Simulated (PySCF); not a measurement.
PySCF input for Si(Cl)(Me)(SiH3)2 (CH9ClSi3), SMILES C[Si]([SiH3])([SiH3])Cl, TDDFT-PBE0/def2-SVPD. The structure is a stationary point at PBE0-D3(BJ)/def2-SVP.

```python
import numpy as np
from pyscf import gto, scf, dft, tdscf

mol = gto.M(
    atom='''
    C    -2.16201138    0.43377309    0.00000000
    Si   -0.32024474    0.07166865   -0.00000000
    Si    0.35410609   -1.05533526   -1.94141773
    Si    0.35410608   -1.05533527    1.94141772
    Cl    0.71525066    1.89658290    0.00000001
    H    -2.73356912   -0.50802328   -0.00000000
    H    -2.44127612    1.01323432    0.89303714
    H    -2.44127612    1.01323432   -0.89303713
    H     1.83304797   -1.26614330   -1.91654430
    H    -0.32360093   -2.38814856   -2.02200731
    H    -0.01075485   -0.25419161   -3.15038241
    H    -0.32360093   -2.38814857    2.02200730
    H    -0.01075485   -0.25419163    3.15038241
    H     1.83304797   -1.26614330    1.91654429
    ''',
    basis='def2-SVPD',
    charge=0,
    spin=0,
    symmetry=True,
    max_memory=1600,
    verbose=4,
)
mf = dft.RKS(mol, xc='pbe0').density_fit(auxbasis='def2-universal-jkfit')
mf.grids.level = 3
mf.conv_tol = 1e-9
mf.max_cycle = 100
mf.kernel()
mf.grids = dft.Grids(mol).set(level=1).build(with_non0tab=True)  # coarser grid for the response kernel
td = tdscf.TDDFT(mf)
td.singlet = True
td.nstates = 10
td.conv_tol = 1e-4
td.positive_eig_threshold = 1e-6
td.kernel(x0=td.get_init_guess(mf, 15))
td.analyze()
tt = tdscf.TDA(mf)
tt.singlet = False
tt.nstates = 4
tt.conv_tol = 1e-4
tt.positive_eig_threshold = 1e-6
tt.kernel(x0=tt.get_init_guess(mf, 9))
tt.analyze(verbose=3)
```

Program output:

```
PySCF version 2.14.0

[INPUT] verbose = 4
[INPUT] num. atoms = 14
[INPUT] num. electrons = 74
[INPUT] charge = 0
[INPUT] spin (= nelec alpha-beta = 2S) = 0
[INPUT] symmetry True subgroup None
[INPUT] Mole.unit = angstrom
[INPUT] Symbol           X                Y                Z      unit          X                Y                Z       unit  Magmom
[INPUT]  1 C     -2.162011380000   0.433773090000   0.000000000000 AA   -4.085609386393   0.819712340306   0.000000000000 Bohr   0.0
[INPUT]  2 Si    -0.320244740000   0.071668650000   0.000000000000 AA   -0.605174851433   0.135434120217   0.000000000000 Bohr   0.0
[INPUT]  3 Si     0.354106090000  -1.055335260000  -1.941417730000 AA    0.669163529141  -1.994294610997  -3.668747803075 Bohr   0.0
[INPUT]  4 Si     0.354106080000  -1.055335270000   1.941417720000 AA    0.669163510243  -1.994294629894   3.668747784178 Bohr   0.0
[INPUT]  5 Cl     0.715250660000   1.896582900000   0.000000010000 AA    1.351627857814   3.584022253533   0.000000018897 Bohr   0.0
[INPUT]  6 H     -2.733569120000  -0.508023280000   0.000000000000 AA   -5.165696979368  -0.960024864103   0.000000000000 Bohr   0.0
[INPUT]  7 H     -2.441276120000   1.013234320000   0.893037140000 AA   -4.613343261241   1.914735364810   1.687595613665 Bohr   0.0
[INPUT]  8 H     -2.441276120000   1.013234320000  -0.893037130000 AA   -4.613343261241   1.914735364810  -1.687595594768 Bohr   0.0
[INPUT]  9 H      1.833047970000  -1.266143300000  -1.916544300000 AA    3.463958636490  -2.392664071453  -3.621743832596 Bohr   0.0
[INPUT] 10 H     -0.323600930000  -2.388148560000  -2.022007310000 AA   -0.611517131355  -4.512946723174  -3.821040037769 Bohr   0.0
[INPUT] 11 H     -0.010754850000  -0.254191610000  -3.150382410000 AA   -0.020323721011  -0.480352526062  -5.953359942547 Bohr   0.0
[INPUT] 12 H     -0.323600930000  -2.388148570000   2.022007300000 AA   -0.611517131355  -4.512946742072   3.821040018871 Bohr   0.0
[INPUT] 13 H     -0.010754850000  -0.254191630000   3.150382410000 AA   -0.020323721011  -0.480352563857   5.953359942547 Bohr   0.0
[INPUT] 14 H      1.833047970000  -1.266143300000   1.916544290000 AA    3.463958636490  -2.392664071453   3.621743813699 Bohr   0.0

nuclear repulsion = 424.851261445418
point group symmetry = Cs
symmetry origin: [-5.10736786e-10 -2.29831554e-09  5.10736900e-10]
symmetry axis x: [1.00000000e+00 5.69520778e-10 3.21227408e-09]
symmetry axis y: [ 5.69520762e-10 -1.00000000e+00  5.07020951e-09]
symmetry axis z: [ 3.21227409e-09 -5.07020924e-09 -1.00000000e+00]
num. orbitals of irrep A' = 112
num. orbitals of irrep A" = 79
number of shells = 85
number of NR pGTOs = 291
number of NR cGTOs = 191
basis = def2-SVPD
ecp = {}


******** <class 'pyscf.df.df_jk.DFSymAdaptedRKS'> ********
method = DFSymAdaptedRKS
initial guess = minao
damping factor = 0
level_shift factor = 0
DIIS = <class 'pyscf.scf.diis.CDIIS'>
diis_start_cycle = 1
diis_space = 8
diis_damp = 0
SCF conv_tol = 1e-09
SCF conv_tol_grad = None
SCF max_cycles = 100
direct_scf = False
XC library pyscf.dft.libxc version 7.1.2
    S. Lehtola, C. Steigemann, M. J. T. Oliveira, and M. A. L. Marques,  SoftwareX 7, 1–5 (2018)
XC functionals = pbe0
    C. Adamo and V. Barone,  J. Chem. Phys. 110, 6158 (1999)
    M. Ernzerhof and G. E. Scuseria,  J. Chem. Phys. 110, 5029 (1999)
radial grids:
    Treutler-Ahlrichs [JCP 102, 346 (1995); DOI:10.1063/1.469408] (M4) radial grids

becke partition: Becke, JCP 88, 2547 (1988); DOI:10.1063/1.454033
pruning grids: <function nwchem_prune>
grids dens level: 3
symmetrized grids: True
atomic radii adjust function: <function treutler_atomic_radii_adjust>
small_rho_cutoff = 0
Freeze 0 electrons in irreps []
    74 free electrons in irreps A' A"
Set gradient conv threshold to 3.16228e-05
Initial guess from minao.
tot grids = 178816
******** <class 'pyscf.df.df.DF'> ********
auxbasis = def2-universal-jkfit
init E= -1371.08906848397
HOMO (A") = -0.282746001442437  LUMO (A') = -0.0648832985479109  gap/eV = 5.92835
cycle= 1 E= -1371.21713115342  delta_E= -0.128  |g|= 0.329  |ddm|=  4.3
HOMO (A") = -0.276174148923595  LUMO (A') = -0.0319565939519437  gap/eV = 6.64550
cycle= 2 E= -1371.20974669086  delta_E= 0.00738  |g|= 0.364  |ddm|= 0.998
HOMO (A") = -0.276925638044323  LUMO (A') = -0.0216267126086449  gap/eV = 6.94704
cycle= 3 E= -1371.24762043353  delta_E= -0.0379  |g|= 0.0249  |ddm|= 0.543
HOMO (A") = -0.282412070662445  LUMO (A') = -0.0262981486886966  gap/eV = 6.96921
cycle= 4 E= -1371.24780567256  delta_E= -0.000185  |g|= 0.0118  |ddm|= 0.0736
HOMO (A") = -0.280806408362082  LUMO (A') = -0.0246792976144743  gap/eV = 6.96957
cycle= 5 E= -1371.24785843637  delta_E= -5.28e-05  |g|= 0.00142  |ddm|= 0.0265
HOMO (A") = -0.280930978339881  LUMO (A') = -0.0247509135774804  gap/eV = 6.97101
cycle= 6 E= -1371.24785901385  delta_E= -5.77e-07  |g|= 0.000728  |ddm|= 0.00536
HOMO (A") = -0.280896999222162  LUMO (A') = -0.0247154086266845  gap/eV = 6.97106
cycle= 7 E= -1371.24785919436  delta_E= -1.81e-07  |g|= 0.000115  |ddm|= 0.00159
HOMO (A") = -0.280896418565486  LUMO (A') = -0.0247166898280726  gap/eV = 6.97101
cycle= 8 E= -1371.24785919827  delta_E= -3.91e-09  |g|= 3.64e-05  |ddm|= 0.000277
HOMO (A") = -0.280896546153701  LUMO (A') = -0.0247161623702303  gap/eV = 6.97102
cycle= 9 E= -1371.24785919872  delta_E= -4.48e-10  |g|= 8.57e-06  |ddm|= 7.82e-05
HOMO (A") = -0.280896784527544  LUMO (A') = -0.0247164631962358  gap/eV = 6.97102
Extra cycle  E= -1371.24785919872  delta_E=    0  |g|= 8.73e-06  |ddm|= 3.04e-05
converged SCF energy = -1371.24785919872
tot grids = 52984
Overwritten attributes  positive_eig_threshold  of <class 'pyscf.tdscf.rks.TDDFT'>


******** <class 'pyscf.tdscf.rks.TDDFT'> for <class 'pyscf.df.df_jk.DFSymAdaptedRKS'> ********
nstates = 10 singlet
deg_eia_thresh = 1.000e-03
wfnsym = None
conv_tol = 0.0001
eigh lindep = 1e-12
eigh level_shift = 0
eigh max_cycle = 100


Excitation energies (eV)
[5.70574646 6.21514108 6.45186421 6.82315122 6.96600273 7.05437078
 7.19804343 7.46744624 7.58253174 7.60875853]

** Singlet excitation energies and oscillator strengths **
Excited State   1:   A"      5.70575 eV    217.30 nm  f=0.0023
      37 -> 38        0.69168
      37 -> 39       -0.11738
Excited State   2:   A"      6.21514 eV    199.49 nm  f=0.1016
      37 -> 38       -0.11143
      37 -> 39       -0.68240
Excited State   3:   A'      6.45186 eV    192.17 nm  f=0.0138
      36 -> 38       -0.69361
Excited State   4:   A"      6.82315 eV    181.71 nm  f=0.0020
      37 -> 40       -0.65465
      37 -> 41        0.25459
Excited State   5:   A'      6.96600 eV    177.98 nm  f=0.0217
      36 -> 39       -0.67347
      37 -> 42       -0.14394
Excited State   6:   A"      7.05437 eV    175.76 nm  f=0.3252
      37 -> 40       -0.25672
      37 -> 41       -0.64455
Excited State   7:   A'      7.19804 eV    172.25 nm  f=0.0337
      36 -> 39        0.14887
      37 -> 42       -0.61177
      37 -> 43        0.26926
Excited State   8:   A'      7.46745 eV    166.03 nm  f=0.0663
      32 -> 38       -0.12969
      36 -> 40       -0.25893
      36 -> 41        0.14950
      37 -> 42       -0.24073
      37 -> 43       -0.55394
Excited State   9:   A'      7.58253 eV    163.51 nm  f=0.0184
      34 -> 38        0.39235
      36 -> 40       -0.49082
      37 -> 43        0.24515
Excited State  10:   A"      7.60876 eV    162.95 nm  f=0.0523
      31 -> 38       -0.14388
      35 -> 38       -0.63402
      35 -> 39        0.12416
      36 -> 42        0.14389

** Transition electric dipole moments (AU) **
state          X           Y           Z        Dip. S.      Osc.
  1         0.0000      0.0000      0.1283      0.0165      0.0023
  2         0.0000      0.0000     -0.8169      0.6673      0.1016
  3         0.0697      0.2873     -0.0000      0.0874      0.0138
  4         0.0000      0.0000     -0.1082      0.0117      0.0020
  5        -0.3234     -0.1508      0.0000      0.1273      0.0217
  6        -0.0000      0.0000     -1.3718      1.8819      0.3252
  7         0.3631     -0.2437     -0.0000      0.1912      0.0337
  8         0.1636     -0.5794     -0.0000      0.3625      0.0663
  9         0.2951      0.1089     -0.0000      0.0989      0.0184
 10         0.0000      0.0000     -0.5297      0.2806      0.0523

** Transition velocity dipole moments (imaginary part, AU) **
state          X           Y           Z        Dip. S.      Osc.
  1         0.0000     -0.0000      0.0304      0.0009      0.0029
  2        -0.0000      0.0000     -0.1936      0.0375      0.1094
  3         0.0190      0.0680     -0.0000      0.0050      0.0140
  4        -0.0000     -0.0000     -0.0277      0.0008      0.0020
  5        -0.0876     -0.0385     -0.0000      0.0092      0.0238
  6        -0.0000     -0.0000     -0.3665      0.1343      0.3455
  7         0.1005     -0.0687      0.0000      0.0148      0.0373
  8         0.0451     -0.1628      0.0000      0.0286      0.0694
  9         0.0831      0.0341      0.0000      0.0081      0.0193
 10         0.0000      0.0000     -0.1459      0.0213      0.0508

** Transition magnetic dipole moments (imaginary part, AU) **
state          X           Y           Z
  1         0.7740     -0.3978     -0.0000
  2        -0.3731     -0.2325      0.0000
  3         0.0000      0.0000     -0.6316
  4         0.3292     -0.1870      0.0000
  5         0.0000     -0.0000      0.1834
  6        -0.0575      0.2870     -0.0000
  7        -0.0000      0.0000     -0.0746
  8        -0.0000     -0.0000      0.1550
  9        -0.0000      0.0000      0.5022
 10         0.1967     -0.0910     -0.0000
Overwritten attributes  positive_eig_threshold  of <class 'pyscf.tdscf.rks.TDA'>


******** <class 'pyscf.tdscf.rks.TDA'> for <class 'pyscf.df.df_jk.DFSymAdaptedRKS'> ********
nstates = 4 triplet
deg_eia_thresh = 1.000e-03
wfnsym = None
conv_tol = 0.0001
eigh lindep = 1e-12
eigh level_shift = 0
eigh max_cycle = 100


Excitation energies (eV)
[5.06070245 5.46018135 5.89230402 6.30835322]

** Triplet excitation energies and oscillator strengths **
Excited State   1:   A"      5.06070 eV    244.99 nm  f=0.0000
Excited State   2:   A"      5.46018 eV    227.07 nm  f=0.0000
Excited State   3:   A'      5.89230 eV    210.42 nm  f=0.0000
Excited State   4:   A'      6.30835 eV    196.54 nm  f=0.0000
```

Self-consistency was reached.
